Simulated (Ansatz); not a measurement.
**Forces on a displaced structure**

SiH$_{2}$IO (SMILES O[SiH-]I) (charge -1), singlet, displaced at random from a GFN2-xTB minimum.

```
5
angstrom
O -0.3715 -1.1637 0.1490
Si 0.5355 0.0144 -0.6882
I -0.5211 2.2893 0.3418
H -1.3141 -1.1465 -0.0796
H 1.6600 -0.0060 0.2893
```

Computed with Ansatz 0.2.0 (basis: def2-TZVPPD); correlated methods freeze the cores. Filled d shells of the heavier atoms are correlated. Core potentials replace the inner electrons of the atoms past krypton. The def2 sets are not built for correlating such inner shells, so the correlated values are less sure here.

CCSD(T) forces from the calculation:
```json
{"atom": "O1", "Fx": "-0.859", "Fy": "-0.230", "Fz (eV/Å)": "0.311"}
{"atom": "Si2", "Fx": "-0.200", "Fy": "0.041", "Fz (eV/Å)": "-0.835"}
{"atom": "I3", "Fx": "-0.059", "Fy": "0.147", "Fz (eV/Å)": "0.149"}
{"atom": "H4", "Fx": "0.625", "Fy": "-0.014", "Fz (eV/Å)": "-0.034"}
{"atom": "H5", "Fx": "0.493", "Fy": "0.056", "Fz (eV/Å)": "0.408"}
```

Root-mean-square difference of the force components from those of CCSD(T): PBE0-D4 0.091; wB97M-V 0.049; r2SCAN-D4 0.062; PBE-D4 0.208; LC-wPBE 0.119; BLYP-D4 0.238 eV/Å.

T1 diagnostic: at most 0.012. These are differences at one structure, and CCSD(T) in triple zeta is itself an approximation.

For scale, one of the runs: CCSD(T)/def2-TZVPPD forces, 181 basis functions (an equivalent command: `ansatz run in.yaml --threads 4`). Time: 4.1 min of wall clock on 4 CPU threads; the host was shared. Peak host memory: 3.6 GiB.
